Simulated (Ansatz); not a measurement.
```yaml
crystal:
  periodic: [true, true, true]
  atoms:
    - {symbol: N, position_ang: [1.477133, -1.008335, 1.282279]}
    - {symbol: C, position_ang: [0.670597, -0.470893, 0.599577]}
    - {symbol: B, position_ang: [-0.312569, 0.176746, -0.286634]}
    - {symbol: Cl, position_ang: [-1.683452, -0.628468, -0.903038]}
    - {symbol: Cl, position_ang: [-0.035098, 1.878587, -0.718542]}
basis:
  gaussian: {orbitals: "6-31G*", final_grid: {core_spheres: 8, valence_spheres: 7, degree: 23}}
hamiltonian: {xc: {name: B97}}
output: {forces: true}
```

```sh
$ ansatz run in.yaml --threads 2 --pin off --events-out ev --progress --plain --max-ram 22528MiB --backend cpu
```

Shortened log:

```
Error: YAML parse error: error: line 2 column 3: crystal: missing field `lattice` (a structure is typed as `lattice` and `atoms`, a molecule's as `atoms` in Å alone, or read from a run's directory, `checkpoint`)
 --> <input>:2:3
1 | crystal:
2 |   periodic: [true, true, true]
3 |   atoms:
4 |     - {symbol: N, position_ang: [1.477133, -1.008335, 1.282279]}
```

Something in this input is off. What?

The molecule is marked periodic without a cell. The program refused the input.
